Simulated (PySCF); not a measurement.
**From computed data to an observable: entropy of an ideal gas**

CdHBr, SMILES [Br][CdH].

Coordinates come from a B3LYP-D3(BJ)/def2-TZVP optimisation. The def2 effective core potentials stand for the cores of Cd; spin–orbit coupling is left out.

B3LYP-D3(BJ)/def2-TZVP run with PySCF gives the harmonic wavenumbers 251, 409, 409, 1852 cm⁻¹ and the rotational temperature 0.0849 K. The molar mass is 193.33 g/mol, the symmetry number 1, the spin multiplicity 1.

Question: Work out the entropy at 298.15 K and 1 atm in the rigid-rotor, harmonic-oscillator model.

Answer: 
Translation (Sackur–Tetrode at 1 atm): S = R[1.5 ln M + 2.5 ln T − 1.16487] = 174.4 J/(mol K).
Rotation: q = T/(σ θ) = 3510, S = R[ln q + 1] = 76.2 J/(mol K).
Vibration: with u = 1.4388 ν/T, each mode gives R[u/(e^u − 1) − ln(1 − e^−u)]:
| ν (cm⁻¹) | modes | u | S (J/(mol K)) |
|---|---|---|---|
| 251 | 1 | 1.21 | 7.21 |
| 409 | 2 | 1.97 | 7.78 |
| 1852 | 1 | 8.94 | 0.01 |
These are all the modes. Sum 15.0 J/(mol K).
Spin: R ln 1 = 0.0 J/(mol K).
Total 265.6 J/(mol K); the program's own thermochemistry gives 265.6. Translation makes up 66 % and vibration 6 %. Anharmonicity, hindered rotation and orbital degeneracy are left out.
